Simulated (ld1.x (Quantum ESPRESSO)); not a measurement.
oxygen: one change to a TM potential, before and after

| Property | Result |
| --- | --- |
| Element | O (Z = 8) |
| Generator | ld1.x (Quantum ESPRESSO) 7.5 |
| Type | norm-conserving Troullier–Martins (Kleinman–Bylander form) |
| Functional | LDA (PZ) |
| Relativity | scalar-relativistic |
| Frozen core | [He] |
| Valence charge | 6 |
| Reference configuration | 2s2 2p4 |
| Partial waves | 2p (bound): rc 1.10 bohr; 3d channel at 0.25 Ry: rc 1.15 bohr; 2s (bound): rc 0.60 bohr |
| Local potential | the s channel |
| Core correction | Bessel-smoothed model core inside 0.30 bohr |

Change: all radii but the core radius scaled by about 1.19 (s 0.72, p 1.30, d 1.36 bohr).

Cutoffs: the cutoffs (Ry, on a coarse ladder) from which the occupation-weighted sum of valence levels, in a spherical-Bessel basis at the reference potential, stays within 10 and 1 mRy of its value at 400 Ry; they do not see the model core or the augmentation charge, which bear on the density cutoff. Errors are all-electron minus pseudo energies relative to the spin-unpolarised reference configuration.

Question: Predict the effect on cutoff, ghosts and configuration errors.

Answer: Of the 9 tests that both files solve, the error grows in 4 and shrinks in 0 by more than 15 % and 0.3 meV (median size 25.0 → 27.4 meV); neither file shows a bound ghost. More of the atom is replaced by a form fitted at one configuration, so other configurations suffer.

| quantity | base | changed |
| --- | --- | --- |
| cutoff, loose | 200 Ry | 90 Ry |
| cutoff, tight | over 300 Ry | 200 Ry |
| loose cutoff by channel (10 mRy a level) | p 80 Ry, s 160 Ry | p 60 Ry, s 70 Ry |
| bound ghosts | none | none |
| error for 2s2 2p3, meV [ΔE 16.58 eV] | +2.4 | +6.7 |
| error for 2s2 2p2, meV [ΔE 50.29 eV] | +37 | +84 |
| error for 2s2 2p1, meV [ΔE 104.26 eV] | +191 | +402 |
| error for 2s2 2p4.3, meV [ΔE -2.17 eV] | +0.2 | +0.2 |
| error for 2s2 2p3.5, meV [ΔE 6.37 eV] | 0.0 | +0.5 |
| error for 2s0 2p6, meV [ΔE 29.23 eV] | +57 | +65 |
| error for 2s1 2p5, meV [ΔE 14.58 eV] | +14 | +16 |
| error for 2s2 2p4 (spin-polarised), meV [ΔE -1.41 eV] | +25 | +27 |
| error for 2s2 2p3 (spin-polarised), meV [ΔE 12.57 eV] | +78 | +85 |
